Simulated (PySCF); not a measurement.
## Gas-phase XPS of ZnBr2(H2O)2, computed

Compound: ZnBr2(H2O)2 (singlet state).
Geometry (PBE0-D3(BJ)/def2-SVP, Å), atoms numbered from 1 in this order:
```xyz
9
Br2H4O2Zn angstrom
Zn     0.469    0.051    0.383
Br     0.121    0.265    2.651
Br     2.122    0.031   -1.266
O     -0.652    1.608   -0.485
H     -0.075    1.955   -1.182
H     -0.799    2.326    0.145
O     -0.419   -1.776   -0.147
H     -0.529   -2.367    0.610
H      0.192   -2.209   -0.760
```

Computed, not measured: delta-SCF UKS SCAN, pcX-2 on the ionised atom (unc-x2c-TZVPall on a metal), pcseg-1 elsewhere, spin-free X2C (PySCF 2.14.0). Each binding energy is the total energy of the core-ionised species, with the hole localised on one atom, minus that of the ground state; both are solved self-consistently, so orbital relaxation is included.

Q: Give the core binding energies atom by atom.

A: 
```csv
atom(s),bonded to,level,binding energy (eV),2p1/2 (eV),count
Zn1,2 O and 2 Br,Zn 2p3/2,1026.66,1050.80,1
O4/O7,2 H and Zn,O 1s,541.01,–,2
```

Q: Express the binding energy of Zn 2p3/2 of Zn1 in atomic units and per mole.

A: 1026.66 eV = 37.7291 Eh = 99058 kJ/mol.

Atoms equivalent by their bonding share one computed value, that of the first of them. 2p3/2 and 2p1/2 are the ΔSCF energy of one spin-free 2p hole plus the eigenvalues of a spin–orbit and ligand-field matrix of the shell. 2p1/2 minus 2p3/2 (ligand field included): Zn 24.14 eV. Satellites of the metal's 2p lines aren't described. No level of bromine is listed. Geometry: PBE0-D3(BJ)/def2-SVP; no solvent, vibrations or thermal averaging. Metal 2p energies of this one-determinant scheme are less reliable than its 1s energies.
